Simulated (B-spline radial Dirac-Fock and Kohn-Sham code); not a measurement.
## Rh²⁺ 2s: cross section and angular parameters

System: rhodium as Rh²⁺ in the configuration 1s2 2s2 2p6 3s2 3p6 3d10 4s2 4p6 4d7; threshold 3414.0 eV (orbital energy of the model). The computed values come from a radial atomic solver: Dirac-Hartree-Slater photoionisation with a Latter tail; cross sections with all multipoles, angular parameters from the dipole term and its interference with E2.

The run's input, task.json:

```json
{"items": [{
  "Z": 45,
  "q": 2,
  "cfg": [[1, 0, 2], [2, 0, 2], [2, 1, 6], [3, 0, 2], [3, 1, 6], [3, 2, 10], [4, 0, 2], [4, 1, 6], [4, 2, 7]],
  "A": 103,
  "rrms": 4.4945,
  "do": "xps",
  "hv": [80, 100, 150, 158.0, 184.0, 200, 261.0, 299.0, 330.0, 450.0, 464.0, 473.0, 572.0, 653.0, 672.0, 800, 1000.0, 1600.0, 2250.0, 2984.4, 3750.0, 4890.0, 5490.0, 6000, 8470.0, 9251.7, 9880.0, 9960.0, 13200.0, 14100.0]
}]}
```

Command: `python xray2_run.py task.json out`

For linearly polarised light dσ/dΩ = σ/(4π) [1 + β P₂(cos θ) + (δ + γ cos²θ) sin θ cos φ], with θ from the polarisation vector and φ the angle between the beam and the projection of the electron momentum on the plane normal to the polarisation.

| hν (eV) | σ (kb) | β | γ |
| --- | --- | --- | --- |
| 3750 | 32.9 | 1.994 | 0.598 |
| 4890 | 20.8 | 1.995 | -0.028 |
| 5490 | 16.9 | 1.995 | -0.084 |
| 6000 | 14.3 | 1.995 | -0.081 |
| 8470 | 7.26 | 1.995 | 0.166 |
| 9251.7 | 6.05 | 1.995 | 0.271 |
| 9880 | 5.27 | 1.995 | 0.359 |
| 9960 | ? | ? | ? |
| 13200 | 2.80 | 1.995 | 0.816 |
| 14100 | 2.42 | 1.995 | 0.932 |

Question: Give the values at 9960 eV.

Answer: σ = 5.18 kb, β = 1.995, γ = 0.370. For an s subshell δ is negligible.
